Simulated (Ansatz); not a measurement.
`C[SiH2][SiH](O)Cl` + H₂ → `O[SiH]([SiH3])Cl` + CH₄ at 500 K and 1 bar (hydrogenolysis of the Si–C bond).

Computed with Ansatz on PBE0-D4/def2-TZVP structures; ΔE is electronic, products minus reactants. CCSD(T)/CBS adds triple-zeta CCSD(T) − MP2 to the extrapolated MP2 energy (def2 sets, frozen cores). This one scheme is used for every species. One conformer a species, not always the lowest.

```json
{"species": "`C[SiH2][SiH](O)Cl`", "CCSD(T)/CBS energy (Eh)": "-1155.48620", "H − E (kJ/mol)": "264.6", "S (J/(mol·K))": "470.2"}
{"species": "H₂", "CCSD(T)/CBS energy (Eh)": "-1.17544", "H − E (kJ/mol)": "41.0", "S (J/(mol·K))": "145.5"}
{"species": "`O[SiH]([SiH3])Cl`", "CCSD(T)/CBS energy (Eh)": "-1116.20942", "H − E (kJ/mol)": "177.1", "S (J/(mol·K))": "416.7"}
{"species": "CH₄", "CCSD(T)/CBS energy (Eh)": "-40.46206", "H − E (kJ/mol)": "135.6", "S (J/(mol·K))": "206.8"}
```

H − E and S are ideal-gas, rigid-rotor, harmonic terms from PBE0-D4/def2-TZVP, for one conformer and one mirror image of each species. For small species the MP2-based limit differs from directly extrapolated CCSD(T) by up to some mEh (0.8 for H₂); such offsets cancel only in part. 1 Eh = 2625.50 kJ/mol, R = 8.31446 J/(mol·K).

By hand: ΔE, ΔH, ΔS and ΔG.

ΔE = (-1116.20942) + (-40.46206) − (-1155.48620) − (-1.17544) = -0.00984 Eh = -25.8 kJ/mol. Δ(H − E) = 177.1 + 135.6 − 264.6 − 41.0 = 7.1, so ΔH = -18.7 kJ/mol. ΔS = 416.7 + 206.8 − 470.2 − 145.5 = 7.8 J/(mol·K). ΔG = -18.7 − 500 × (7.8)/1000 = -22.6 kJ/mol.

By hand: the equilibrium constant, and the temperature at which ΔG would vanish if ΔH and ΔS stayed fixed.

log₁₀ K = −ΔG/(RT ln 10) = 2.4. ΔH and −TΔS have one sign here, so there is no such temperature.

The number of gas molecules stays the same, so ΔS is small and ΔH decides. A doubt of 5 kJ/mol in ΔE shifts log₁₀ K by 0.5 here. Other conformers and mirror images would add mixing entropy, several J/(mol·K) or more a flexible species. Modes under 60 cm⁻¹, often nearly free rotors, make the harmonic entropy too high. These are equilibria of isolated gas molecules and say nothing of rates. Largest T1 diagnostic: 0.012 (customary marks: 0.02 for closed shells, 0.045 for open ones).

ΔS is within the doubt of such terms, so its sign, and with it that verdict, could turn.
